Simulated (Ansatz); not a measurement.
Program: Ansatz. Geometries: PBE0-D4/def2-TZVP. ΔE: electronic, gas phase. CCSD(T)/CBS adds triple-zeta CCSD(T) − MP2 to the extrapolated MP2 energy (def2 sets, frozen cores). This one scheme is used for every species. Functionals use def2-TZVPP. B3LYP here is the variant with VWN-RPA as its local correlation; programs differ in this. HSE06 is defined as in plane-wave codes. For Br outer-core shells are correlated without core-valence functions, which leaves a few kJ/mol of doubt a bond. Scalar relativity is left out up to krypton.

`[CH3][Al]([Br])[Br]` + HCl → `[CH3][Al]([Cl])[Br]` + HBr  (ligand exchange at the Al–Br bond)

```
             level  ΔE (kJ/mol)  difference from CCSD(T)/CBS
       LDA (SPW92)         -1.1                         -2.5
         revPBE-D4         -0.8                         -2.2
           BLYP-D4         -3.5                         -4.9
         r2SCAN-D4         -1.5                         -2.9
            B97M-V         -5.6                         -7.0
           PBE0-D4          0.8                         -0.6
          B3LYP-D4         -2.0                         -3.4
        r2SCANh-D4         -0.9                         -2.3
        r2SCAN0-D4         -0.1                         -1.5
          HSE06-D4          1.0                         -0.4
          BHLYP-D4         -0.2                         -1.6
      CAM-B3LYP-D4         -3.2                         -4.6
           ωB97X-V         -1.6                         -3.0
            B2PLYP         -1.7                         -3.1
          PBE-QIDH          1.5                          0.1
               PBE         -1.1                         -2.5
            revPBE         -1.1                         -2.5
              BLYP         -4.7                         -6.1
            r2SCAN         -1.6                         -3.0
              PBE0          0.2                         -1.2
           r2SCANh         -1.1                         -2.5
           r2SCAN0         -0.3                         -1.7
             HSE06          0.3                         -1.1
             BHLYP         -2.2                         -3.6
         CAM-B3LYP         -4.0                         -5.4
           LC-ωPBE         -1.3                         -2.7
RPA@PBE/def2-TZVPP         -0.4                         -1.8
       HF/def2-SVP         -6.8                         -8.2
      MP2/def2-SVP         -3.0                         -4.4
     CCSD/def2-SVP         -5.6                         -7.0
  CCSD(T)/def2-SVP         -5.5                         -6.9
SCS-MP2/def2-TZVPP          0.4                         -1.0
   CCSD/def2-TZVPP          0.2                         -1.2
CCSD(T)/def2-TZVPP          0.3                         -1.1
     HF/def2-QZVPP         -1.0                         -2.4
    MP2/def2-QZVPP          2.1                          0.7
SCS-MP2/def2-QZVPP          0.5                         -0.9
      HF/CBS(def2)         -1.1                         -2.5
     MP2/CBS(def2)          2.7                          1.3
    CCSD/CBS(def2)          1.3                         -0.1
       CCSD(T)/CBS          1.4                            0
```

Largest T1 diagnostic among the species: 0.008.

Leaving LDA and LC-ωPBE aside and taking each functional with its dispersion term where it has one, the values spread over 7.0 kJ/mol, from B97M-V to PBE-QIDH. At CCSD(T), def2-SVP lies −6.9 kJ/mol from the extrapolated value and def2-TZVPP −1.1 kJ/mol.
